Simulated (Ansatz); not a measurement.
System: C4H6NS, charge 1, multiplicity 1. It need not be the lowest isomer of its formula. SMILES: [NH3+]c1ccsc1
Geometry from a B3LYP-D3(BJ)/def2-TZVP (Ansatz, a quantum-chemistry and plane-wave program) optimisation:
```xyz
12

N     -2.2388    -0.7871    -0.1268
C     -0.8285    -0.3522    -0.0446
C      0.2368    -1.2756     0.0644
C      1.4291    -0.6130     0.1228
S      1.2350     1.0887     0.0454
C     -0.4646     0.9615    -0.0685
H     -2.5199    -1.3192     0.7035
H     -2.8638     0.0194    -0.2007
H     -2.4047    -1.3811    -0.9462
H      0.1367    -2.3510     0.0977
H      2.4144    -1.0414     0.2077
H     -1.0868     1.8391    -0.1449
```
Charge +1, spin multiplicity 1.

Parts of the frozen-core correlation energy in 6-31G (Ansatz, hartree). Frozen orbitals: 10; correlated occupied orbitals by spin: 16 and 16; virtual: 44 and 44. No spin-orbit coupling. No relativistic terms. The restricted reference is unstable.

| term | value |
|---|---|
| reference (HF) | -606.53921 |
| MP2 opposite-spin | -0.39172 |
| MP2 same-spin | -0.12861 |
| CCSD correlation | -0.56104 |
| (T) | -0.01886 |
| T1 diagnostic | 0.011 |
| largest doubles amplitude | 0.097 |
